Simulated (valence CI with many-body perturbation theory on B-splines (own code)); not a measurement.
**Forbidden lines of Zn⁶⁺**

Level of theory: valence CI with perturbative core correlation (CI+MBPT): six valence electrons over a frozen Dirac-Fock core [Ar], a basis of 7 s, 7 p, 8 d, 6 f, 4 g, 1 h functions for each j, with the one-electron correlation potential Σ1, the two-electron term Σ2, the three-electron term Σ3, Breit, model QED; selected CI, second order for the rest, scaled by the run's own slope (own B-spline code, finite nucleus).

Set against measurement, 26 paired levels are off by 679 cm⁻¹ on average, the worst by 2022. These come from a selection out of Sugar and Musgrove, J. Phys. Chem. Ref. Data 24, 1803 (1995). Levels without a partner in it may be off by more, other configurations by 1,000 to 8,000 cm⁻¹. Among the levels kept, up to 520 cm⁻¹ of a level comes from second order outside the variational space, and about a tenth of that is noise between levels of different J, which matters for small intervals. Only levels of the ground parity were solved; by the run's estimate the other parity begins above the list, which can be wrong where configurations are misplaced.

Lines 51 to 100 of 116 in falling wavelength, among levels below 86511 cm⁻¹, chosen from the decays that carry over 1 % of a level's rate. Wavelengths and rates use the calculated energies, so an error of 700 cm⁻¹ moves a line at 316.0 nm by 2.2 % and its rate by three times that or more. Electric multipoles are in the length gauge, E1 and E2 with the static RPA response of the core. Weak lines are less certain than strong ones. Lines between different terms over intervals too small for the method are left out, as are lines whose strength nearly cancels and 4 of this kind that miss the measured wavelength by over 7 %. The highest levels of a list are the least certain. Branching is blank where the lifetime is uncertain.

Letters in brackets count levels of one name in rising energy.

```
λ vac (nm)  λ from measured levels         Upper         Lower  Type   A (s⁻¹)  Branch %
     316.0                   317.5  3d6 3P_1 [b]      3d6 3D_3    E2  4.05e-01          
     314.2                   303.1      3d6 3H_4      3d6 5D_3    M1  1.23e-01      13.8
     313.1                   314.3  3d6 3P_1 [b]      3d6 3D_1    M1  1.25e+00          
     313.1                   314.3  3d6 3P_1 [b]      3d6 3D_1    E2  3.46e-01          
     309.6                   297.4      3d6 3H_6      3d6 5D_4    E2  2.49e-05     100.0
     303.7                   300.6  3d6 3F_4 [b]      3d6 3D_3    M1  1.64e+00          
     302.7                   291.1      3d6 3H_5      3d6 5D_4    M1  1.43e-03      12.7
     301.5                   298.3  3d6 3F_2 [b]      3d6 3D_1    M1  1.59e+00       8.4
     300.6                          3d6 3P_1 [a]      3d6 5D_0    M1  1.95e+00      14.8
     299.8                   289.4      3d6 3H_4      3d6 5D_4    M1  7.68e-01      86.1
     299.6                   296.3  3d6 3F_2 [b]      3d6 3D_2    M1  3.13e+00      16.5
     295.2                   291.5  3d6 3F_2 [a]      3d6 5D_1    M1  7.44e-01      26.1
     295.0                   290.9  3d6 3F_3 [a]      3d6 5D_2    M1  1.29e+00      21.0
     292.6                   287.4  3d6 3F_4 [a]      3d6 5D_3    M1  1.20e+00      14.4
     292.2                   292.7  3d6 3P_1 [a]      3d6 5D_2    M1  9.36e+00      71.0
     289.9                   286.6      3d6 1F_3  3d6 3F_3 [a]    M1  6.42e-02          
     289.8                   286.1  3d6 3F_2 [a]      3d6 5D_2    M1  1.61e+00      56.6
     286.5                   282.6  3d6 3F_3 [a]      3d6 5D_3    M1  3.95e+00      64.5
     285.5                          3d6 3P_0 [a]      3d6 5D_1    M1  1.23e+01      98.7
     283.9                   281.9      3d6 1F_3  3d6 3F_4 [a]    M1  1.52e-01          
     281.6                   278.0  3d6 3F_2 [a]      3d6 5D_3    M1  4.84e-01      17.0
     280.1                   275.0  3d6 3F_4 [a]      3d6 5D_4    M1  6.92e+00      83.4
     274.5                   270.6  3d6 3F_3 [a]      3d6 5D_4    M1  7.86e-01      12.8
     266.2                   268.2      3d6 1F_3      3d6 3H_4    M1  2.32e-01          
     250.8                   244.9      3d6 3G_3      3d6 5D_2    M1  9.06e-02          
     247.8                   242.1      3d6 3G_4      3d6 5D_3    M1  1.24e-01       8.9
     247.2                   241.3      3d6 3G_5      3d6 5D_4    M1  1.85e-02       1.3
     244.7                   239.0      3d6 3G_3      3d6 5D_3    M1  2.38e-01          
     238.8                   233.2      3d6 3G_4      3d6 5D_4    M1  4.89e-01      34.9
     236.8                   237.9  3d6 3F_2 [b]      3d6 3G_3    E2  1.59e+00       8.4
     236.8                   237.9  3d6 3F_2 [b]      3d6 3G_3    M1  1.16e+00       6.1
     235.8                   230.4      3d6 3G_3      3d6 5D_4    M1  3.76e-02          
     233.7                   234.6  3d6 3F_4 [b]      3d6 3G_4    M1  1.29e+00          
     226.1                   227.1  3d6 3F_4 [b]      3d6 3G_5    M1  2.57e+00          
     226.1                   227.1  3d6 3F_4 [b]      3d6 3G_5    E2  1.71e+00          
     221.9                          3d6 3P_0 [b]  3d6 3F_2 [a]    E2  2.36e-01          
     220.5                          3d6 3P_0 [b]  3d6 3P_1 [a]    M1  1.24e+00          
     214.4                   212.9  3d6 3P_1 [b]  3d6 3P_1 [a]    E2  5.79e-01          
     210.2                   208.8  3d6 3F_2 [b]  3d6 3F_2 [a]    E2  1.19e+00       6.3
     208.5                              3d6 3D_1      3d6 5D_0    M1  1.89e+00      32.1
     208.0                   206.4      3d6 3D_2      3d6 5D_1    M1  1.29e+00      27.8
     207.5                   206.3  3d6 3F_2 [b]  3d6 3F_3 [a]    M1  1.87e+00       9.9
     207.3                   206.0  3d6 3F_4 [b]  3d6 3F_3 [a]    M1  9.16e-01          
     207.1                   205.4      3d6 3D_1      3d6 5D_1    M1  2.49e+00      42.3
     205.3                   203.6      3d6 3D_2      3d6 5D_2    M1  1.84e+00      39.6
     204.4                   203.8  3d6 3F_2 [b]  3d6 3F_4 [a]    E2  4.69e-01       2.5
     204.4                   202.7      3d6 3D_1      3d6 5D_2    M1  1.17e-01       2.0
     204.2                   203.5  3d6 3F_4 [b]  3d6 3F_4 [a]    E2  1.66e+00          
     203.2                   201.4      3d6 3D_3      3d6 5D_2    M1  6.70e-01       9.7
     201.3                          3d6 3P_0 [b]  3d6 3P_2 [a]    E2  2.90e+00
```
